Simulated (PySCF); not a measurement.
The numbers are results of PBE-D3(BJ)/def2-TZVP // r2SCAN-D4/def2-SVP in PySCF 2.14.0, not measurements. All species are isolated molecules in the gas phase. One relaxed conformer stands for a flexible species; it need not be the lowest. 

Reference species (SMILES): `[NH2][Ge]([NH2])([NH2])[NH2]` (neutral, multiplicity 1).

```yaml
HOMO–LUMO gap: 5.28 eV
S1 oscillator strength: 0.000
LUMO: -0.42 eV
```

Changed species: `C[O][Ge]([NH2])([O]C)[O]C` (3 of 4 NH2 replaced by OCH3; the reference has 0 of 4 NH2 replaced by OCH3).

Problem. Predict the effect on the HOMO–LUMO gap, S1 oscillator strength and LUMO.

Solution. the HOMO–LUMO gap rises by 0.22 eV, to 5.50 eV; the S1 oscillator strength hardly moves; the LUMO drops by 0.24 eV, to -0.66 eV.
